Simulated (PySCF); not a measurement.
From one molecule to another.

First species: C5H4ClFSe.
SMILES: `CC1=C(F)C(Cl)=C[Se]1`

Second species: BrH₅OSi₂.
Geometry (PBE0-D3(BJ)/def2-SVP, Å), atoms numbered from 1 in this order:
```xyz
9
BrH5OSi2 angstrom
Si    -1.5875   -0.1502   -0.2067
O     -0.1182    0.3517    0.3929
Si     1.5201    0.3117    0.3713
Br     2.2238   -1.1799   -1.1239
H     -2.2984    1.0269   -0.7817
H     -2.3883   -0.7212    0.9127
H     -1.3810   -1.1823   -1.2633
H      2.0560    1.6361   -0.0347
H      2.0321   -0.1109    1.6993
```

Levels: CAM-B3LYP/def2-SVPD for dipole moment, HOMO energy, LUMO energy, HOMO–LUMO gap, static isotropic polarisability and electronic spatial extent ⟨r²⟩ about the centre of nuclear charge; TDDFT CAM-B3LYP/def2-SVPD for lowest singlet excitation; PBE0-D3(BJ)/def2-SVP for rotational constant A and rotational constant C. Geometries: PBE0-D3(BJ)/def2-SVP. Each species is one conformer at its optimised geometry, gas phase, non-relativistic unless stated; the electronic structure was computed with PySCF and density fitting.

The conformers computed, where there is a choice (atom-mapped SMILES and torsion angles):
- `[SiH3:1][O:2][SiH2:3][Br:4]`: Si1–O2–Si3–Br4 -4°

Values for the first species:

```
Dipole moment                                                     : 2.41 D
HOMO energy                                                       : -8.13 eV
LUMO energy                                                       : 0.00 eV
HOMO–LUMO gap                                                     : 8.13 eV
Lowest singlet excitation                                         : 5.09 eV
Static isotropic polarisability                                   : 97.2 au
Electronic spatial extent ⟨r²⟩ about the centre of nuclear charge : 1623 bohr²
Rotational constant A                                             : 1.893 GHz
Rotational constant C                                             : 0.606 GHz
```

Estimate the same properties for the second species, and the change in each.

| property | first | second | second less first |
| --- | --- | --- | --- |
| dipole moment | 2.41 D | 1.10 D | -1.31 D |
| HOMO energy | -8.13 eV | -9.73 eV | -1.60 eV |
| LUMO energy | 0.00 eV | 0.67 eV | +0.67 eV |
| HOMO–LUMO gap | 8.13 eV | 10.40 eV | +2.27 eV |
| lowest singlet excitation | 5.09 eV | 7.07 eV | +1.98 eV |
| static isotropic polarisability | 97.2 au | 76.4 au | -20.8 au |
| electronic spatial extent ⟨r²⟩ about the centre of nuclear charge | 1623 bohr² | 1082 bohr² | -541 bohr² |
| rotational constant A | 1.893 GHz | 5.359 GHz | +3.466 GHz |
| rotational constant C | 0.606 GHz | 0.994 GHz | +0.388 GHz |

On the first: No computed singlet falls in the visible range (750 to 380 nm, 1.65 to 3.26 eV); S1 lies 1.83 eV above its blue end. The principal polarisabilities are 64.0, 100.5 and 127.1 au; their mean is the isotropic value. The calculation is non-relativistic and has no spin–orbit coupling, an omission that weighs most on selenium.

On the second: The principal polarisabilities are 67.5, 76.0 and 85.7 au; their mean is the isotropic value. The dipole matches unit charges of opposite sign 0.23 Å apart (1 e·Å = 4.8032 D). The calculation is non-relativistic and has no spin–orbit coupling, an omission that weighs most on bromine.
